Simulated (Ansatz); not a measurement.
One change: `[OH][GeH2][GeH3]` becomes `[OH][GeH2][TeH]`.

Ansatz, PBE0-D4/def2-TZVP geometries, multiplicity 1. Each molecule was computed in one conformer, which needn't be the lowest.

Elements past krypton have def2 core potentials. Scalar relativity is left out up to krypton.

```csv
property,`[OH][GeH2][GeH3]`
HOMO energy (ωB97M-V/def2-TZVPP) / eV,-9.83
HOMO energy (PBE/def2-TZVPP) / eV,-6.45
HOMO–LUMO gap (B3LYP/def2-TZVPP) / eV,7.02
size of the dipole moment (ωB97M-V/def2-TZVPP) / D,1.40
zero-point energy (PBE0-D4/def2-TZVP) / kJ/mol,138.0
HOMO energy (B3LYP/def2-TZVPP) / eV,-7.53
```

Problem. Give the same properties after the change, and the shifts. (Best estimate.)

Solution. Computed: 
```tsv
property	`[OH][GeH2][TeH]`	shift
HOMO energy (ωB97M-V/def2-TZVPP) / eV	-8.79	1.04
HOMO energy (PBE/def2-TZVPP) / eV	-5.66	0.79
HOMO–LUMO gap (B3LYP/def2-TZVPP) / eV	5.31	-1.71
size of the dipole moment (ωB97M-V/def2-TZVPP) / D	1.12	-0.28
zero-point energy (PBE0-D4/def2-TZVP) / kJ/mol	95.7	-42.3
HOMO energy (B3LYP/def2-TZVPP) / eV	-6.49	1.04
```

With PBE0 the HOMO rises by 1.03 eV and the LUMO falls by 0.66 eV, so the gap narrows by about 1.69 eV. PBE moves the HOMO by 0.79 eV and ωB97M-V by 1.04 eV. The zero-point energy changes by -42.3 kJ/mol with -6 modes. Dipoles are sizes alone; their direction can turn.

B3LYP here is the variant with VWN-RPA as its local correlation; programs differ in this.

Spin–orbit coupling is left out; it splits and shifts lone-pair levels of the heavy atoms by tenths of an eV.
